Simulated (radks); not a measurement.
Ti3+, 19 electrons, occupied as [Ar] 3d1. Calculated with a radial shooting solver on a logarithmic mesh with Libxc functionals: scalar-relativistic Kohn-Sham, r2SCAN, spin-polarised, spherical densities, finite nucleus; open shells are filled with parallel spins first; meta-GGA in the generalised Kohn-Sham scheme; Fermi nuclear charge, rms radius 3.5921 fm.

Unscreened Slater integrals over Kohn-Sham orbitals (cm^-1). They are taken over the spin-up orbitals. Empty in this configuration: 4s.

integral    value
F0(3d,3d)  160450
F2(3d,3d)   76187
F4(3d,3d)   47812
F0(3d,3p)  172340
F2(3d,3p)   83108
G1(3d,3p)  103580
G3(3d,3p)   62999
F0(3d,3s)  176990
G2(3d,3s)   79192
F0(3d,2p)  220490
F2(3d,2p)   38739
G1(3d,2p)   26963
G3(3d,2p)   15242
F0(3d,4s)   91798
G2(3d,4s)   12725
F0(3p,3p)  187440
F2(3p,3p)   94736
F0(3p,3s)  192920
G1(3p,3s)  128740
F0(3p,2p)  253940
F2(3p,2p)   49036
G0(3p,2p)   19278
G2(3p,2p)   19926
F0(3p,4s)   94009
G1(3p,4s)  7685.2
F0(3s,3s)  198970
F0(3s,2p)  263970
G1(3s,2p)   21279
F0(3s,4s)   94702
G0(3s,4s)  5475.8
F0(2p,2p)  692900
F2(2p,2p)  325000
F0(2p,4s)  103590
G1(2p,4s)  3048.2
F0(4s,4s)   74508

Derived for the open shells (J is the average intra-shell exchange parameter used in DFT+U). 3d: Racah B = F2/49 - 5 F4/441 = 1013 cm^-1, C = 35 F4/441 = 3795 cm^-1, C/B = 3.75, F4/F2 = 0.628, J = (F2 + F4)/14 = 8857 cm^-1.
